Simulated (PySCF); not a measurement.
C₂H₄BBrO, SMILES C=CB(O)Br. Atoms are numbered in the order given.

```xyz
9

B     -0.3117     0.5602     0.0000
Br     0.1911    -1.3179     0.0000
C      0.7905     1.6591     0.0000
C      0.4692     2.9606     0.0000
H      1.8474     1.3696     0.0000
H      1.2288     3.7509     0.0000
H     -0.5784     3.2832     0.0000
O     -1.6221     0.8853     0.0000
H     -2.2097     0.1206     0.0000
```

Geometry optimised at ωB97X-D3(BJ)/def2-SVP. One conformer was computed; it need not be the lowest.

Level of theory: PBE/def2-TZVP (PySCF).

The molecule is in vacuum.

Computed frontier levels, gap, dipole moment and polarisability:
- highest occupied level = -7.02 eV
- lowest empty level = -2.43 eV
- orbital gap = 4.60 eV
- dipole moment = 0.98 D
- quadrupole, principal values (traceless, Buckingham form, about the centre of nuclear charge) = -4.60, -2.17, 6.77 D·Å
- mean static polarisability = 64.2 bohr³ (9.51 Å³)
- polarisability, principal values = 42.2, 58.6, 91.8 bohr³
